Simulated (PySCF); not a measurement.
A run that did not reach its result, on `CC1=C([O-])OC=C1F` (driver script around PySCF, density fitting, GFN2-xTB geometry as the base; each input is a line of settings and coordinates in Å).

Command:
```bash
OMP_NUM_THREADS=1 python probes_run.py task.json out
```
Input:
```
{"job": {"kind": "nmr", "xc": "HSE06", "basis": "pcSseg-1", "pop": true, "scf": {"max_cycle": 54}}, "charge": -2, "multiplicity": 3}
C     -1.724395    -0.300447    -0.033486
C     -0.270107     0.036749     0.000220
C      0.828913    -0.835896    -0.072794
F      0.764345    -2.202009    -0.183802
C      1.984486    -0.127347    -0.010815
O      1.672342     1.205461     0.102511
C      0.277056     1.324217     0.110904
O     -0.249022     2.442290     0.210080
H     -2.062138    -0.562977    -1.042879
H     -2.288769     0.569280     0.298896
H     -1.950642    -1.145487     0.622543
H      3.019130    -0.404521    -0.027405
```

Output:
```
RuntimeError: Electron number 61 and spin 2 are not consistent
Note mol.spin = 2S = Nalpha - Nbeta, not 2S+1
```

Task: What went wrong, and what mends it?

Result: 61 electrons can't have multiplicity 3: an even count needs an odd multiplicity, an odd count an even one. Mend the charge or the multiplicity. The run gave no result.
